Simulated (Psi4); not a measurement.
selenium atom (Se), triplet; R2SCAN/cc-pVDZ run with Psi4.

The Psi4 input:
```
memory 2 GB

molecule {
0 3
Se    0.00000000    0.00000000    0.00000000
}

set {
  basis cc-pvdz
  reference uks
  soscf true
}

energy('r2scan')
print_variables()
```

The log (banner, timings and long lists left out):

```
   => Loading Basis Set <=

    Name: CC-PVDZ
    Role: ORBITAL
    Keyword: BASIS

         ---------------------------------------------------------
                                   SCF
               by Justin Turney, Rob Parrish, Andy Simmonett
                          and Daniel G. A. Smith
                              UKS Reference
         ---------------------------------------------------------

  ==> Geometry <==

    Molecular point group: d2h
    Geometry (in Angstrom), charge = 0, multiplicity = 3:

       Center              X                  Y                   Z               Mass
    ------------   -----------------  -----------------  -----------------  -----------------
         SE           0.000000000000     0.000000000000     0.000000000000    79.916521800000

  Running in d2h symmetry.

  Rotational constants: A = ************  B = ************  C = ************ [cm^-1]
  Rotational constants: A = ************  B = ************  C = ************ [MHz]
  Nuclear repulsion =    0.000000000000000

  Charge       = 0
  Multiplicity = 3
  Electrons    = 34
  Nalpha       = 18
  Nbeta        = 16

  ==> Algorithm <==

  SCF Algorithm Type is DF.
  DIIS enabled.
  MOM disabled.
  Fractional occupation disabled.
  Guess Type is CORE.
  Energy threshold   = 1.00e-06
  Density threshold  = 1.00e-06
  Integral threshold = 1.00e-12

  ==> Primary Basis <==

  Basis Set: CC-PVDZ
    Blend: CC-PVDZ
    Number of shells: 11
    Number of basis functions: 27
    Number of Cartesian functions: 29
    Spherical Harmonics?: true
    Max angular momentum: 2

  ==> DFT Potential <==

   => LibXC <=

    Version 7.1.2
    S. Lehtola, C. Steigemann, M. J. T. Oliveira, and M. A. L. Marques,  SoftwareX 7, 1–5 (2018) (10.1016/j.softx.2017.11.002)

   => Composite Functional: R2SCAN <=

    r2SCAN Meta-GGA XC Functional  (0.1021/acs.jpclett.0c02405)
    J. W. Furness, A. D. Kaplan, J. Ning, J. P. Perdew, J. Sun  J. Phys. Chem. Lett.  11, 8208–8215, 2020

    Deriv               =              1
    GGA                 =           TRUE
    Meta                =           TRUE

    Exchange Hybrid     =          FALSE
    MP2 Hybrid          =          FALSE

   => Exchange Functionals <=

    1.0000   XC_MGGA_X_R2SCAN

   => Correlation Functionals <=

    1.0000   XC_MGGA_C_R2SCAN

   => LibXC Density Thresholds  <==

    XC_MGGA_C_R2SCAN:  1.00E-15
    XC_MGGA_X_R2SCAN:  1.00E-11

   => Molecular Quadrature <=

    Radial Scheme          =       TREUTLER
    Pruning Scheme         =           NONE
    Nuclear Scheme         =       TREUTLER

    Blocking Scheme        =         OCTREE
    BS radius alpha        =              1
    Pruning alpha          =              1
    Radial Points          =             75
    Spherical Points       =            302
    Total Points           =          19782
    Total Blocks           =            207
    Max Points             =            255
    Max Functions          =             27
    Weights Tolerance      =       1.00E-15

   => Loading Basis Set <=

    Name: (CC-PVDZ AUX)
    Role: JKFIT
    Keyword: DF_BASIS_SCF

  ==> Integral Setup <==

  SCF_SUBTYPE=INCORE selected. In-core MEM_DF algorithm will be used.
  Using in-core AOs.

  ==> MemDFJK: Density-Fitted J/K Matrices <==

    J tasked:                   Yes
    K tasked:                    No
    wK tasked:                   No
    Algorithm:                 Core
    Schwarz Cutoff:           1E-12
    Mask sparsity (%):       0.0000
    Fitting Condition:        1E-10

   => Auxiliary Basis Set <=

  Basis Set: (CC-PVDZ AUX)
    Blend: CC-PVDZ-JKFIT
    Number of shells: 47
    Number of basis functions: 171
    Number of Cartesian functions: 209
    Spherical Harmonics?: true
    Max angular momentum: 3

  Minimum eigenvalue in the overlap matrix is 1.0249184250E-01.
  Reciprocal condition number of the overlap matrix is 6.1854392881E-02.
    Using symmetric orthogonalization.

  ==> Pre-Iterations <==

  SCF Guess: Core (One-Electron) Hamiltonian.

   -------------------------------------------------------
    Irrep   Nso     Nmo     Nalpha   Nbeta   Ndocc  Nsocc
   -------------------------------------------------------
     Ag         9       9       6       6       6       0
     B1g        2       2       1       1       1       0
     B2g        2       2       1       1       1       0
     B3g        2       2       1       1       1       0
     Au         0       0       0       0       0       0
     B1u        4       4       3       2       2       1
     B2u        4       4       3       2       2       1
     B3u        4       4       3       3       3       0
   -------------------------------------------------------
    Total      27      27      18      16      16       2
   -------------------------------------------------------

  ==> Iterations <==

                           Total Energy        Delta E     RMS |[F,P]|

    Occupation by irrep:
             Ag   B1g   B2g   B3g    Au   B1u   B2u   B3u
    DOCC [     6,    1,    1,    1,    0,    2,    3,    2 ]
    SOCC [     0,    0,    0,    0,    0,    1,    0,    1 ]
    NA   [     6,    1,    1,    1,    0,    3,    3,    3 ]
    NB   [     6,    1,    1,    1,    0,    2,    3,    2 ]

   @DF-UKS iter   1: -2398.03193091112644   -2.39803e+03   2.05648e-01 ADIIS
   @DF-UKS iter   2: -2400.41795365627104   -2.38602e+00   1.69636e-01 ADIIS
   @DF-UKS iter   3: -2401.14622790653721   -7.28274e-01   6.64752e-02 DIIS/ADIIS
   @DF-UKS iter   4: -2401.42571155676751   -2.79484e-01   2.04785e-02 DIIS/ADIIS
   @DF-UKS iter   5: -2401.44740487858098   -2.16933e-02   2.58623e-03 DIIS/ADIIS

Traceback (most recent call last):
  File "psi4", line 375, in <module>
  File "<string>", line 23, in <module>
  File "site-packages/psi4/driver/driver.py", line 533, in energy
  File "site-packages/psi4/driver/procrouting/proc.py", line 2760, in run_scf
  File "site-packages/psi4/driver/procrouting/proc.py", line 2047, in scf_helper
  File "site-packages/psi4/driver/procrouting/scf_proc/scf_iterator.py", line 86, in scf_compute_energy
  File "site-packages/psi4/driver/procrouting/scf_proc/scf_iterator.py", line 458, in scf_iterate

RuntimeError:
Fatal Error: Vx: UKS does not support rotated V builds for MGGA's
The most recent 5 function calls were:

psi::PsiException::PsiException(std::__cxx11::basic_string<char, std::char_traits<char>, std::allocator<char> >, char const*, int)

Printing out the relevant lines from the Psithon --> Python processed input file:
    """)
    core.IO.set_default_namespace("")
    core.set_global_option("BASIS", "cc-pvdz")
    core.set_global_option("REFERENCE", "uks")
    core.set_global_option("SOSCF", "true")
--> energy('r2scan')
    print_variables()

!----------------------------------------------------------------------------------!
!                                                                                  !
! Fatal Error: Vx: UKS does not support rotated V builds for MGGA's                !
! The most recent 5 function calls were:                                           !
! psi::PsiException::PsiException(std::__cxx11::basic_string<char,                 !
!     std::char_traits<char>, std::allocator<char> >, char const*, int)            !
!                                                                                  !
!----------------------------------------------------------------------------------!
```

The run crashed.
